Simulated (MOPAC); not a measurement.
Input file for MOPAC: PM3 on C2H7NO (a complex), monomers drawn apart or pushed together.

```
PM3 1SCF PRECISE CHARGE=0 THREADS=1
C2H7NO

C     -0.01887497 1     0.02546749 1    -0.10358059 1
H      0.69670926 1     0.08019702 1     0.71586449 1
H      0.51196124 1     0.02465682 1    -1.05456223 1
H     -0.60206231 1    -0.89292528 1    -0.02499005 1
H     -0.68415836 1     0.88923236 1    -0.07213916 1
N     -1.08600257 1     0.07336361 1     3.71479679 1
C      0.12050405 1     0.15030676 1     4.32698646 1
O      1.18820179 1     0.18520364 1     3.75747718 1
H     -1.13187819 1     0.04230558 1     2.70889803 1
H     -1.93715715 1     0.04928709 1     4.24740049 1
H      0.03326808 1     0.17876868 1     5.42868568 1
```

It printed:

```
*******************************************************************************
 **                                                                           **
 **                              MOPAC v23.2.5                                **
 **                                                                           **
 *******************************************************************************
 ** MOPAC's Digital Object Identifier: https://doi.org/10.5281/zenodo.6511958 **
 **                                                                           **
 ** Please cite the open-source release paper for use of this MOPAC version:  **
 ** J. E. Moussa and J. J. P. Stewart (2026)                                  **
 ** MOPAC: An open-source semiempirical molecular orbital program             **
 ** J. Open Source Softw., 11(119), 8025, https://doi.org/10.21105/joss.08025 **
 *******************************************************************************

                              PM3 CALCULATION RESULTS

 *******************************************************************************
 *  PM3        - The PM3 Hamiltonian to be used
 *
 *
 *
 *                 CHARGE ON SYSTEM = 0
 *
 *
 *
 *  PRECISE    - TIGHTER CRITERIA TO BE USED
 *  1SCF       - DO 1 SCF AND THEN STOP
 *  THREADS=1  - MULTI-THREADING NOT USED
 *  T=         - A TIME OF 172800.0 SECONDS REQUESTED
 *  DUMP=N     - RESTART FILE WRITTEN EVERY 7200.0 SECONDS REQUESTED
 *******************************************************************************
PM3 1SCF PRECISE CHARGE=0 THREADS=1
 C2H7NO

   ATOM   CHEMICAL          X               Y               Z
  NUMBER   SYMBOL      (ANGSTROMS)     (ANGSTROMS)     (ANGSTROMS)

     1       C         -0.01887497  *   0.02546749  *  -0.10358059  *
     2       H          0.69670926  *   0.08019702  *   0.71586449  *
     3       H          0.51196124  *   0.02465682  *  -1.05456223  *
     4       H         -0.60206231  *  -0.89292528  *  -0.02499005  *
     5       H         -0.68415836  *   0.88923236  *  -0.07213916  *
     6       N         -1.08600257  *   0.07336361  *   3.71479679  *
     7       C          0.12050405  *   0.15030676  *   4.32698646  *
     8       O          1.18820179  *   0.18520364  *   3.75747718  *
     9       H         -1.13187819  *   0.04230558  *   2.70889803  *
    10       H         -1.93715715  *   0.04928709  *   4.24740049  *
    11       H          0.03326808  *   0.17876868  *   5.42868568  *



          CARTESIAN COORDINATES

    NO.       ATOM           X           Y           Z

     1         C         -0.0189      0.0255     -0.1036
     2         H          0.6967      0.0802      0.7159
     3         H          0.5120      0.0247     -1.0546
     4         H         -0.6021     -0.8929     -0.0250
     5         H         -0.6842      0.8892     -0.0721
     6         N         -1.0860      0.0734      3.7148
     7         C          0.1205      0.1503      4.3270
     8         O          1.1882      0.1852      3.7575
     9         H         -1.1319      0.0423      2.7089
    10         H         -1.9372      0.0493      4.2474
    11         H          0.0333      0.1788      5.4287

  H: (PM3): J. J. P. STEWART, J. COMP. CHEM. 10, 209 (1989).
  C: (PM3): J. J. P. STEWART, J. COMP. CHEM. 10, 209 (1989).
  N: (PM3): J. J. P. STEWART, J. COMP. CHEM. 10, 209 (1989).
  O: (PM3): J. J. P. STEWART, J. COMP. CHEM. 10, 209 (1989).

           Empirical Formula: C2 H7 N O  =    11 atoms



      MOLECULAR POINT GROUP   :   Cs


      RHF CALCULATION, NO. OF DOUBLY OCCUPIED LEVELS = 13


 -------------------------------------------------------------------------------
 PM3 1SCF PRECISE CHARGE=0 THREADS=1
 C2H7NO



     1SCF WAS SPECIFIED, SO BFGS WAS NOT USED
     SCF FIELD WAS ACHIEVED


                              PM3 CALCULATION
                                                       MOPAC v23.2.5 Linux




          FINAL HEAT OF FORMATION =        -51.63076 KCAL/MOL =    -216.02309 KJ/MOL


          COSMO AREA              =        121.46 SQUARE ANGSTROMS
          COSMO VOLUME            =         99.21 CUBIC ANGSTROMS

          IONIZATION POTENTIAL    =          9.972512 EV
          HOMO LUMO ENERGIES (EV) =         -9.973  1.495
          NO. OF FILLED LEVELS    =         13
          MOLECULAR WEIGHT        =         61.0834         POINT GROUP:  Cs

          MOLECULAR DIMENSIONS (Angstroms)

            Atom       Atom       Distance
            H    11    H     3     6.50272
            H    10    O     8     3.08459
            H     5    H     4     1.78467


          SCF CALCULATIONS        =          1





   ATOM   CHEMICAL          X               Y               Z
  NUMBER   SYMBOL      (ANGSTROMS)     (ANGSTROMS)     (ANGSTROMS)

     1       C         -0.01887497  *   0.02546749  *  -0.10358059  *
     2       H          0.69670926  *   0.08019702  *   0.71586449  *
     3       H          0.51196124  *   0.02465682  *  -1.05456223  *
     4       H         -0.60206231  *  -0.89292528  *  -0.02499005  *
     5       H         -0.68415836  *   0.88923236  *  -0.07213916  *
     6       N         -1.08600257  *   0.07336361  *   3.71479679  *
     7       C          0.12050405  *   0.15030676  *   4.32698646  *
     8       O          1.18820179  *   0.18520364  *   3.75747718  *
     9       H         -1.13187819  *   0.04230558  *   2.70889803  *
    10       H         -1.93715715  *   0.04928709  *   4.24740049  *
    11       H          0.03326808  *   0.17876868  *   5.42868568  *

                             CARTESIAN COORDINATES

   1    C       -0.018874970     0.025467490    -0.103580590
   2    H        0.696709260     0.080197020     0.715864490
   3    H        0.511961240     0.024656820    -1.054562230
   4    H       -0.602062310    -0.892925280    -0.024990050
   5    H       -0.684158360     0.889232360    -0.072139160
   6    N       -1.086002570     0.073363610     3.714796790
   7    C        0.120504050     0.150306760     4.326986460
   8    O        1.188201790     0.185203640     3.757477180
   9    H       -1.131878190     0.042305580     2.708898030
  10    H       -1.937157150     0.049287090     4.247400490
  11    H        0.033268080     0.178768680     5.428685680


           Empirical Formula: C2 H7 N O  =    11 atoms



      MOLECULAR POINT GROUP   :   Cs


                  EIGENVALUES
 -37.65763 -30.98363 -29.70973 -21.37947 -18.25344 -16.87403 -14.61559 -14.49616
 -13.60717 -13.52468 -13.48883 -10.64416  -9.97251   1.49507   1.52090   3.18321
   4.28088   4.61373   4.62045   4.69287   4.75588   5.82301   7.44242


              NET ATOMIC CHARGES AND DIPOLE CONTRIBUTIONS

  ATOM NO.   TYPE          CHARGE      No. of ELECS.   s-Pop       p-Pop
    1          C          -0.121369        4.1214     1.11389     3.00748
    2          H           0.045954        0.9540     0.95405
    3          H           0.029279        0.9707     0.97072
    4          H           0.023507        0.9765     0.97649
    5          H           0.023527        0.9765     0.97647
    6          N          -0.026719        5.0267     1.29599     3.73073
    7          C           0.226327        3.7737     1.18807     2.58561
    8          O          -0.395065        6.3951     1.86438     4.53068
    9          H           0.069249        0.9308     0.93075
   10          H           0.071900        0.9281     0.92810
   11          H           0.053409        0.9466     0.94659
 DIPOLE           X         Y         Z       TOTAL
 POINT-CHG.    -2.930    -0.115     0.917     3.072
 HYBRID        -0.529    -0.021     0.043     0.531
 SUM           -3.459    -0.135     0.960     3.592


          ATOMIC ORBITAL ELECTRON POPULATIONS

     Atom    s        px        py        pz
    1  C   1.11389   1.00445   0.99209   1.01095
    2  H   0.95405
    3  H   0.97072
    4  H   0.97649
    5  H   0.97647
    6  N   1.29599   0.97922   1.75719   0.99432
    7  C   1.18807   0.87503   0.78686   0.92372
    8  O   1.86438   1.32886   1.45449   1.74733
    9  H   0.93075
   10  H   0.92810
   11  H   0.94659

 **********************
 *                    *
 * JOB ENDED NORMALLY *
 *                    *
 **********************




 == MOPAC DONE ==
```

The run finished.

Cost: very roughly 0.04 core-seconds.
